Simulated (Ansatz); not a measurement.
Input:

```yaml
crystal:
  periodic: [false, false, false]
  atoms:
    - { symbol: C, position_ang: [-0.95718, 1.32956, -0.44324] }
    - { symbol: Mg, position_ang: [-0.56205, -0.45977, 0.6199] }
    - { symbol: Sb, position_ang: [-0.28587, -1.69218, 2.93553] }
    - { symbol: H, position_ang: [-1.62693, 1.18776, -1.29621] }
    - { symbol: H, position_ang: [0.00448, 1.66928, -0.84987] }
    - { symbol: H, position_ang: [-1.36365, 2.15834, 0.13949] }
    - { symbol: H, position_ang: [0.59656, -0.22933, 3.2358] }
    - { symbol: H, position_ang: [-1.72893, -0.7749, 3.22704] }
basis:
  gaussian: { orbitals: def2-SVP }
hamiltonian:
  xc: blyp
  dispersion: d4
relax:
  f_tol: 0.015
  max_steps: 40
```

Run as:

```bash
$ ansatz run input.yaml --threads 1 --pin off --max-ram 2048MiB --backend cpu --events-out ev --progress --plain --runs-dir out
```

Hardware: 1 thread of Arm Neoverse V1 (shared host).

Problem. Roughly how long does this run take, and how much memory?

Solution. 25 s, with a peak of 0.12 GiB, for 8 ionic steps.
